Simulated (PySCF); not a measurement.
Dipole response of Ni⁺ (nickel, charge +1)

[Ar] 3d9, 2D determinant. All numbers are calculated (PySCF 2.14, no relativity, point nucleus, in def2-QZVPPD (11s6p5d4f2g, 100 functions)). Coupled (time-dependent) response in atomic units; α is the mean over directions.

```tsv
method	mean α (bohr³)	α xx, yy, zz	C₆ (like pair)	S(−4)
B3LYP	8.007	7.637, 7.637, 8.746	27.33	59.75
```

S(−4) is the Cauchy moment in α(ω) = α(0) + S(−4) ω² + …

α(iu) at B3LYP:

```tsv
u (hartree)	α(iu) (bohr³)
0	8.007
0.0500	7.862
0.100	7.476
0.200	6.404
0.300	5.410
0.500	4.051
0.750	3.051
1.00	2.411
1.50	1.644
2.00	1.212
3.00	0.7512
5.00	0.3767
```

A single London oscillator, α(iu) = α/(1 + u²/ω²), gives C₆ = (3/4) ω α². Matching the computed C₆ needs ω = 4 × 27.33 / (3 × 8.007²) = 0.568 hartree.

For an ion, C₆ is the dispersion term alone; charge-induced terms of lower order in 1/R come first.

The components differ because the open shell of this determinant is not spherical; for a pure term their mean is the scalar polarisability.
